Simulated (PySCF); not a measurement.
## Excitation energy of Al⁺ by level of theory

Al⁺ [Ne] 3s2 (1S) → Al⁺ [Ne] 3d2 (3F), as a difference of total energies. All numbers are calculated (PySCF 2.14, scalar relativity by spin-free X2C-1e, in aug-cc-pVQZ-DK (7s6p4d3f2g, 84 functions)). Correlated levels: valence: [Ne] frozen. The calculations carry no spin-orbit coupling.

```csv
method,excitation energy (eV)
UHF,24.166
LDA,24.543
PBE,23.910
PBE0,24.167
r2SCAN,23.858
BP86,23.909
r2SCANh,24.000
B2PLYP,24.727
CAM-B3LYP,25.055
MP2 (valence),24.777
SCS-MP2 (valence),25.056
```

Task: How much does correlation contribute at MP2 (valence)?

Result: 24.777 − (24.166) = 0.611 eV, measured against UHF.

The upper state lies above the first ionisation limit, where it may autoionise and the basis confines it.

The promoted electron is Rydberg-like, and one or two diffuse shells describe it only roughly, which tends to raise the upper state.
